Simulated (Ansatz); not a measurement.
Reaction (substitution at a C–O bond): `FC(F)(F)C1=CC(C(F)(F)F)=[O+][B-](Cl)(Cl)O1` + `[OH][Sn][Cl]` → `FC(F)(F)C1=CC(C(F)(F)F)=[O+][Sn-]([Cl])[O]1` + `OB(Cl)Cl`

Calculated with Ansatz (gas phase, PBE0-D4/def2-TZVP geometries, no zero-point term in ΔE). CCSD(T)/CBS is the MP2 limit (def2-TZVPP, def2-QZVPP) plus CCSD(T) − MP2 in def2-TZVPP, frozen cores. This one scheme is used for every species. DFT in def2-TZVPP. def2 core potentials past Kr. For Sn outer-core shells are correlated without core-valence functions, which leaves a few kJ/mol of doubt a bond. Each species was taken in one conformer, which may not be the lowest.

`FC(F)(F)C1=CC(C(F)(F)F)=[O+][B-](Cl)(Cl)O1`:

Cartesian coordinates in Å:
```
F -0.858 -0.846 -3.231
C -0.806 -1.465 -2.061
F 0.144 -2.394 -2.113
F -1.970 -2.061 -1.835
C -0.517 -0.455 -0.949
C 0.572 -0.590 -0.109
C 0.621 0.298 0.950
C 1.664 0.168 2.061
F 2.498 -0.838 1.810
F 2.366 1.288 2.154
F 1.060 -0.061 3.220
O -0.190 1.255 1.124
B -1.207 1.646 0.071
Cl -0.501 3.007 -0.891
Cl -2.774 1.973 0.881
O -1.381 0.467 -0.864
H 1.280 -1.393 -0.215
```

`[OH][Sn][Cl]`:

Cartesian coordinates in Å:
```
O -0.532 -0.821 0.213
Sn 0.996 0.264 -0.406
Cl -0.059 2.329 0.038
H -0.404 -1.772 0.155
```

`FC(F)(F)C1=CC(C(F)(F)F)=[O+][Sn-]([Cl])[O]1`:

```xyz
16

F     1.597    2.061   -1.492
C     1.979    0.786   -1.494
F     2.012    0.367   -2.759
F     3.208    0.719   -0.997
C     1.031   -0.113   -0.681
C    -0.127    0.445   -0.155
C    -1.099   -0.319    0.479
C    -2.415    0.360    0.896
F    -3.422   -0.151    0.188
F    -2.394    1.676    0.695
F    -2.654    0.140    2.184
O    -1.075   -1.547    0.744
Sn    0.665   -2.869    0.710
Cl    1.584   -1.749    2.596
O     1.421   -1.305   -0.616
H    -0.308    1.497   -0.298
```

`OB(Cl)Cl`:

```xyz
5

O     0.361    0.614   -0.830
B     0.070   -0.045    0.301
Cl    1.015    0.281    1.732
Cl   -1.238   -1.223    0.365
H    -0.207    0.374   -1.568
```

CCSD(T)/CBS gives -23.0 kcal/mol.

**Question.** Another level gave -22.7 kcal/mol. Which?
A. r2SCAN-D4/def2-TZVPP
B. B2PLYP/def2-TZVPP
C. LDA (SPW92)/def2-TZVPP
D. HF/def2-TZVPP

**Answer.** A. r2SCAN-D4 -22.7, LDA (SPW92) -17.9, B2PLYP -23.7, HF/def2-TZVPP -27.3 kcal/mol.

Largest T1 diagnostic among the species: 0.017.

At CCSD(T), def2-SVP lies −5.4 kcal/mol from the extrapolated value and def2-TZVPP +0.7 kcal/mol. From BLYP to BHLYP (50 % exact exchange), in def2-TZVPP and without D4, ΔE moves by −0.7 kcal/mol.
